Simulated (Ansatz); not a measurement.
This geometry of C2H8BN (12 atoms, charge 0, multiplicity 1) is a first-order saddle point.

The calculation used RKS PBE0-D4/def2-SVP (Ansatz).

```xyz
12
Properties=species:S:1:pos:R:3
C -0.807 1.043 -0.544
B 0.027 -0.196 -0.032
C 1.101 -0.025 1.100
N -0.167 -1.561 -0.575
H -1.290 0.909 -1.524
H -1.618 1.188 0.197
H -0.237 1.985 -0.537
H 1.129 0.954 1.599
H 1.015 -0.833 1.845
H 2.086 -0.192 0.620
H 0.002 -1.534 -1.584
H -1.163 -1.794 -0.531
```

Problem. Which two structures does it join? (They come from a converged band through this point; their orientation in space is the band's.)

Solution. No bond is made or broken. The dihedral C1–B2–N4–H11 goes from 0 to -180°. The two ends are copies of one structure, up to a mirror image or an exchange of like atoms.

Image 0:

```xyz
12
Properties=species:S:1:pos:R:3
C -0.722 1.138 -0.631
B -0.040 -0.178 -0.074
C 1.015 -0.099 1.104
N -0.373 -1.421 -0.627
H -1.427 0.969 -1.461
H -1.270 1.656 0.175
H 0.044 1.853 -0.979
H 0.573 0.394 1.986
H 1.411 -1.075 1.425
H 1.872 0.531 0.808
H -1.037 -1.530 -1.382
H 0.030 -2.293 -0.310
```

Image 8:

```xyz
12
Properties=species:S:1:pos:R:3
C -0.724 1.138 -0.629
B -0.041 -0.179 -0.075
C 1.015 -0.099 1.103
N -0.370 -1.421 -0.630
H -1.427 0.972 -1.461
H -1.274 1.653 0.177
H 0.041 1.855 -0.973
H 0.579 0.408 1.981
H 1.401 -1.076 1.436
H 1.878 0.518 0.801
H 0.034 -2.292 -0.312
H -1.033 -1.533 -1.386
```

Problem. How far does it lie above each of them?

Solution. 1.16 eV above the first and 1.16 eV above the second. This is the barrier of this one path; another mechanism may lie lower.

The run took 3.7 min on 2 threads of Arm Neoverse V1 (shared host), peak memory 0.19 GiB.
